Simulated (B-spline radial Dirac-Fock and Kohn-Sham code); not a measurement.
ΔSCF core binding energies without Breit or QED terms, calculated with an atomic code on a B-spline grid.

A sound run for Eu⁺ in the configuration [Xe] 4f7 6s1: The ground state converged in 11 iterations, with total energy -10846.30806 Ha, virial ratio 1.91988 and highest orbital energy -10.42 eV. ΔSCF binding energies: K (1s) 48732.4 eV, L3 (2p3/2) 7003.1 eV, M5 (3d5/2) 1143.9 eV.

A second run, with one unsound setting: The ground state converged in 10 iterations, with total energy -10344.50007 Ha, virial ratio 1.74094 and highest orbital energy -7.12 eV. ΔSCF binding energies: K (1s) 47809.8 eV, L3 (2p3/2) 6757.0 eV, M5 (3d5/2) 1346.4 eV.

```
iter   energy (Ha)        error
   1   -10258.90603126  4.94e+00
   2   -10331.12249213  2.27e+00
   3   -10341.55471622  8.35e-01
   4   -10344.05128277  3.59e-01
   5   -10344.45359997  1.71e-01
   6   -10344.49852100  2.94e-02
   7   -10344.50006702  1.58e-03
   8   -10344.50007240  4.88e-05
   9   -10344.50007242  9.00e-06
  10   -10344.50007242  4.59e-07
```

Question: Which fault fits the second run best?
A. overfilled shell
B. functional not served
C. mesh too coarse
D. unbound anion

Answer: C. The input had h = 1.3: h is too large to resolve the orbitals.
